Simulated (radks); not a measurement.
Task: All-electron atom: the tin ion Sn23+ in [Ar] 3d9. Method: non-relativistic Kohn-Sham, TPSS, spin-polarised, spherical densities, point nucleus; open shells are filled with parallel spins first (spin-orbit coupling, left out, can overturn this in heavy ions); meta-GGA in the generalised Kohn-Sham scheme; relativity is left out, which matters for an element this heavy; computed with a radial shooting solver on a logarithmic mesh with Libxc functionals. Some entries of the table are withheld. Estimate them.

| orbital | occ. | eigenvalue (hartree) | <1/r> (bohr^-1) | <r^2> (bohr^2) |
|---|---|---|---|---|
| 1s down | 1 | -1056.624 | 49.49 | 0.001237 |
| 1s up | 1 | -1056.624 | 49.49 | 0.001237 |
| 2s up | 1 | -178.8752 | 11.34 | 0.02017 |
| 2s down | 1 | -178.7935 | 11.34 | 0.02016 |
| 2p up | 3 | -169.1198 | 11.33 | (1) |
| 2p down | 3 | -169.0587 | 11.34 | (2) |
| 3s up | 1 | -54.30605 | 4.194 | 0.1343 |
| 3s down | 1 | -54.20604 | 4.189 | 0.1345 |
| 3p up | 3 | -50.30925 | (3) | 0.1281 |
| 3p down | 3 | -50.20260 | (4) | 0.1284 |
| 3d up | 5 | -43.08318 | 3.995 | 0.1063 |
| 3d down | 4 | -42.95445 | 3.991 | 0.1066 |

Result: 
(1) 2p up <r^2> (bohr^2): 0.01519
(2) 2p down <r^2> (bohr^2): 0.01518
(3) 3p up <1/r> (bohr^-1): 4.122
(4) 3p down <1/r> (bohr^-1): 4.117
